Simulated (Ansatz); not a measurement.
Compare A (`OCBBr`) with its isomer B (`OBCBr`).

Isolated molecules relaxed with PBE0-D4/def2-TZVP in Ansatz; ΔE leaves out vibrations. CBS: MP2 limit from def2 TZ/QZ plus the TZ coupled-cluster correction, frozen cores. Functionals use def2-TZVPP. B3LYP here is the variant with VWN-RPA as its local correlation; programs differ in this. For Br outer-core shells are correlated without core-valence functions, which leaves a few kJ/mol of doubt a bond. Scalar relativity is left out up to krypton. Each species was taken in one conformer, which may not be the lowest.

(1) Which is lower in electronic energy at CCSD(T)/CBS, and by how much? (Estimate.)

(2) Give E(B) − E(A) in kJ/mol with B3LYP, PBE0-D4, CCSD/def2-TZVPP, r2SCAN-D4, CCSD(T)/def2-TZVPP, HF/def2-TZVPP, ωB97M-V. (Estimate.)

(3) Does the order hold for the free energy at 298.15 K (harmonic terms from PBE0-D4)? (Best estimate.)

Largest T1 diagnostic: 0.011.

Results:

(1) Computed: B, by 96.3 kJ/mol.

(2) The calculation gave: B3LYP -98.3, PBE0-D4 -90.5, CCSD/def2-TZVPP -99.1, r2SCAN-D4 -92.8, CCSD(T)/def2-TZVPP -99.1, HF/def2-TZVPP -100.5, ωB97M-V -96.0. None reverses the order clearly.

(3) Ansatz gave: Yes: G(B) − G(A) = -92.1 kJ/mol, for one conformer each.

At CCSD(T), def2-SVP lies −6.8 kJ/mol from the extrapolated value and def2-TZVPP −2.8 kJ/mol. Leaving LDA and LC-ωPBE aside and taking each functional with its dispersion term where it has one, the values, not all of them listed here, spread over 10.4 kJ/mol, from B2PLYP to PBE-D4. LDA lies +4.9 kJ/mol from PBE without D4.
